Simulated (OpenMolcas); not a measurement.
A calculation on O+.

* Program: OpenMolcas 26.06
* Method: CASSCF
* Basis: ANO-RCC-VTZP [4s3p2d1f]
* Scalar Hamiltonian: DKH2, point nucleus
* Active space: 5 electrons in 4 orbitals (2s 2p)
* State averaging: 2S+1 = 4 odd, 1 root; 2S+1 = 2 odd, 8 roots kept (CI in the orbitals of an earlier block); 2S+1 = 4 even, 3 roots; 2S+1 = 2 even, 9 roots kept (CI in the orbitals of an earlier block)
* Spin-orbit coupling: state interaction with AMFI integrals over the reference wave functions, term energies averaged over their components

**Question.** Which level of the active space comes out lowest?

**Answer.** 2s2 2p3 4S* 3/2, with 100 % of that term; it is also the measured ground level.

**Question.** How high does 2s2 2p3 2P* 1/2 lie?

**Answer.** 5.1834 eV above the lowest level; measured 5.0176 eV above the ground level, so the calculation is off by +3 %.

**Question.** How high does 2s 2p4 4P 1/2 lie?

**Answer.** 15.1173 eV above the lowest level; measured 14.8884 eV above the ground level, so the calculation is off by +2 %.

**Question.** How high does 2s 2p4 4P 3/2 lie?

**Answer.** 15.1062 eV above the lowest level; measured 14.8782 eV above the ground level, so the calculation is off by +2 %.

Measured values: NIST Handbook of Basic Atomic Spectroscopic Data.

Without dynamic correlation excited terms often stand tens of per cent too high (terms of higher spin than the ground term too low), and those without a measured partner can miss by more than the paired ones. Terms from blocks run as CI alone lack orbitals of their own. Computed and measured levels are paired by configuration, term and J; levels that our copy of the source lacks, or whose pairing is in doubt (as where it misses far off the trend of its configuration), stay unpaired and out of the deviations. Levels of configurations outside the active space are missing.

* marks odd parity.
